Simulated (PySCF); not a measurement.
Argon: highly charged ions in a basis for the neutral atom

Ar(8+) [Ne], Ar(9+) [He] 2s2 2p5. Computed with PySCF 2.14 in cc-pV(T+d)Z (5s4p3d1f, 39 functions), with no relativity, point nucleus. No spin-orbit coupling, so a gap to NIST mixes the basis error with missing relativistic terms.

Changed run: basis of the neutral atom used for a highly charged ion. This setting is unsound on purpose.

| species | method | sound run (hartree) | changed run (hartree) | converged |
| --- | --- | --- | --- | --- |
| Ar(8+) | UHF | not run | -505.96303 | yes |
| Ar(8+) | BP86 | not run | -506.38450 | yes |
| Ar(8+) | B3LYP | not run | -506.32341 | yes |
| Ar(9+) | UHF | not run | -490.43600 | yes |
| Ar(9+) | BP86 | not run | -490.81027 | yes |
| Ar(9+) | B3LYP | not run | -490.73851 | yes |

Ionisation energy of Ar(8+):

| method | changed run (eV) | NIST (eV) |
| --- | --- | --- |
| UHF | 422.51 | 422.6 ± 0.06 |
| BP86 | 423.80 | 422.6 ± 0.06 |
| B3LYP | 424.09 | 422.6 ± 0.06 |

The contracted functions were made for the neutral atom and can be too rigid for a highly charged ion.
